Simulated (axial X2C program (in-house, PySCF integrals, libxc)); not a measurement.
WP⁺: bond constants with and without spin–orbit coupling

All values were computed with an axial X2C code built on PySCF integrals. Spin-free means the one-electron spin-free X2C Hamiltonian; two-component (2c) means X2C with spin–orbit coupling and atomic mean-field two-electron Coulomb and Gaunt terms, so the difference of the two also holds small scalar two-electron terms. Basis: W dyall-cv3z [13s14p9d7f4g], P dyall-v3z [8s7p2d1f] (cores contracted in-house); Gaussian nuclei, density fitting, unrestricted open shells. Masses: W 183.951 u, P 30.974 u.

State, spin-free: M_S = 1, Λ = 2 (beyond evenly filled blocks: σα, δ+α); electrons by block: σα: 18, σβ: 17, π+α: 9, π+β: 9, π-α: 9, π-β: 9, δ+α: 4, δ+β: 3, δ-α: 3, δ-β: 3, φ+α: 1, φ+β: 1, φ-α: 1, φ-β: 1. Fragments: W+ + P.

State, 2c: Ω = 1 (⟨Sz⟩ = -0.98, ⟨Lz⟩ = 1.98 at PBE0); electrons by block: 1/2: 26, -1/2: 27, 3/2: 13, -3/2: 12, 5/2: 4, -5/2: 4, 7/2: 1, -7/2: 1. Fragments: W+ + P.

| Hamiltonian | level | Re (Å) | ωe (cm⁻¹) | αe (cm⁻¹) | De (eV) | D0 (eV) | k (mdyn/Å) | μ (D) |
| --- | --- | --- | --- | --- | --- | --- | --- | --- |
| spin-free | PBE0 | 2.086 | 533.1 | 0.000848 | 3.57 | 3.54 | 4.44 | -1.12 |
| spin-free | CCSD | 2.102 | 500.3 | 0.000829 | 2.91 | 2.88 | 3.91 | n/a |
| spin-free | CCSD(T) | 2.093 | 528.1 | 0.000716 | 3.25 | 3.21 | 4.36 | n/a |
| 2c | PBE0 | 2.091 | 521.4 | 0.000863 | n/a | n/a | 4.25 | -1.14 |

Correlated methods: 10 electrons correlated (number of frozen shells: W 5 s, 4 p, 2 d, 1 f; P 2 s, 1 p), 286 virtual spin orbitals or spinors in MP2, 90 natural virtuals in coupled cluster.

Dipoles are positive if P is the positive end and refer to the centre of mass.

One determinant describes the state; a PBE0 search over occupations chose it and may have missed a lower one. De is counted from the lowest determinant-based energies of the atoms at the same level, without counterpoise correction. De is not given where an atomic determinant may have missed its ground term or J level, or where the truncated virtual space spoils (T). Density functionals use the spin component along the axis (collinear). Coupled cluster ran in a truncated set of natural virtual spinors; the MP2 energy of the rest was added. (T) has no such correction and the atoms are truncated less, which lowers De at CCSD(T) by a hundredth of an eV or more. PBE0 can misorder states that lie within some tenths of an eV, so this need not be the ground state of the molecule. The nearest other spin-free determinant of the search, M_S = 1, Λ = 0, lies 0.24 eV up at the distance of the search. Without a current term, density functionals place determinants with orbital angular momentum somewhat too high. With several unpaired electrons one determinant need not be a pure state. The determinant is spin-polarised beyond a pure state at some levels (its spin-free form has ⟨S²⟩ too high), which makes Re and μ there less reliable. The T1 diagnostic is large, a sign of multireference character. With the outer-core shells frozen, correlated bond lengths of heavy atoms tend to come out a few hundredths of an ångström too long.

No reliable constants came from CCSD (2c), CCSD(T) (2c), HF (2c), HF (spin-free), M06 (2c), M06 (spin-free), MP2 (2c), MP2 (spin-free): no minimum in range, unconverged points, a curve that is not smooth, a change of character along it, or the two Hamiltonians disagreeing along it.

Rough cost a point (2c) on 1 thread(s) of a shared host, integrals apart: PBE0 1.3 s.

The whole task took 4.8 min on 1 thread of Arm Neoverse V1 (shared host).
